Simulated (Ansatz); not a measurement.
Frontier orbitals of CH7N3OW (`C[O][W](=[NH])(=[NH])[NH2]`).

```
atom    x (Å)    y (Å)    z (Å)
  C1   1.9879   1.2823   0.2730
  O2   0.6960   0.8620   0.6006
  W3  -0.5616  -0.3668  -0.0865
  N4  -1.0146   0.1227  -1.7095
  N5   0.1239  -1.9811  -0.0263
  N6  -2.1811  -0.3661   1.0093
  H7   2.3085   2.0378   0.9959
  H8   2.6926   0.4440   0.3067
  H9   2.0134   1.7241  -0.7293
 H10  -1.1232   0.0449  -2.7073
 H11   0.4496  -2.8646  -0.3824
 H12  -2.3720  -1.0679   1.7068
 H13  -3.0196   0.1287   0.7490
```

Total charge 0; spin multiplicity 1. Correlated methods include outer-core shells of W, which these sets cover unevenly. W: def2 effective core potential. All single points use the PBE0-D4/def2-TZVP geometry. It is one conformer, not always the lowest. Basis def2-TZVPP, Ansatz 0.2.0.

```tsv
functional	HOMO (eV)	LUMO (eV)	gap (eV)
PBE	-5.79	-1.18	4.61
B97M-V	-6.16	-1.02	5.14
PBE0	-7.15	-0.36	6.79
BHLYP	-8.41	0.58	8.99
LC-ωPBE	-9.81	1.86	11.67
ωB97X-V	-9.48	1.77	11.25
ωB97M-V	-9.40	1.64	11.04
```

Against PBE, PBE0 changes HOMO and LUMO by −1.36 and +0.81 eV, ωB97M-V by −3.61 and +2.81 eV. A gap of 4.62 eV thus becomes 11.04 eV for the same molecule, so an orbital gap means little without its functional. A positive LUMO is unbound and depends on the basis.

LC-ωPBE has ω = 0.4 bohr⁻¹.
